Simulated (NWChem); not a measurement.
System: BHClF; SMILES FBCl

The following NWChem deck was run.

```
start job
memory heap 200 mb stack 900 mb global 1100 mb
geometry units angstroms noautoz
  B     -0.535149    -0.557154     0.000000
  H     -1.722157    -0.746523     0.000000
  F      0.294750    -1.572484     0.000000
  Cl     0.116693     1.061621     0.000000
end
basis spherical
  B library aug-cc-pvdz
  H library aug-cc-pvdz
  F library aug-cc-pvdz
  Cl library aug-cc-pvdz
end
dft
  xc xpbe96 cpbe96
  iterations 150
end
tddft
  nroots 8
  notriplet
end
task tddft energy
```

Geometry: optimised at PBE0/def2-SVP.

Vertical excitations in the gas phase.

Question: Give the results of this calculation. (PBE/aug-cc-pVDZ, full TDDFT.) Quantities: lowest excitation, singlet (eV); oscillator strength of that lowest state; lowest state with f > 0.02, singlet (eV); oscillator strength of that bright state; orbital gap (eV).

Answer: The lowest excitation, singlet (eV) is 5.99 and the oscillator strength of that lowest state comes out as 0.002. The lowest state with f > 0.02, singlet (eV) is 7.31 and the oscillator strength of that bright state comes out as 0.085. The orbital gap (eV) is 5.87.
